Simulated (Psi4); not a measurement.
Pair of molecules, SMILES [GaH3] with SMILES CN(C)C (the first has 4 atoms); geometry from B3LYP-D3(BJ)/def2-TZVP, rigid monomers moved along the line of their centres of mass till Ga1···N6 is 2.49 Å.
(charge 0, multiplicity 1):
```xyz
17

Ga    -0.7492     0.4067     1.7106
H     -1.4930     1.7407     2.1312
H      0.5910     0.5392     0.8765
H     -1.6281    -0.8936     1.4956
C     -0.8445    -0.3542     4.8960
N      0.2454    -0.1777     3.9216
C      1.0097    -1.4283     3.7781
C      1.1342     0.9184     4.3425
H     -0.4458    -0.6129     5.8832
H     -1.5064    -1.1481     4.5554
H     -1.4151     0.5696     4.9687
H      1.4636    -1.7185     4.7322
H      1.7921    -1.2884     3.0347
H      0.3439    -2.2201     3.4403
H      1.5915     0.6975     5.3134
H      1.9166     1.0531     3.5981
H      0.5594     1.8395     4.4162
```

The numbers are results of SAPT0/aug-cc-pVDZ (Psi4 1.11), not measurements.

Question: Give the four SAPT terms and the total, and say what mostly holds the pair together.

Answer: electrostatics -31.13, exchange 23.33, induction -12.41, dispersion -7.46, total -27.67 kcal/mol; the largest attraction is electrostatics.
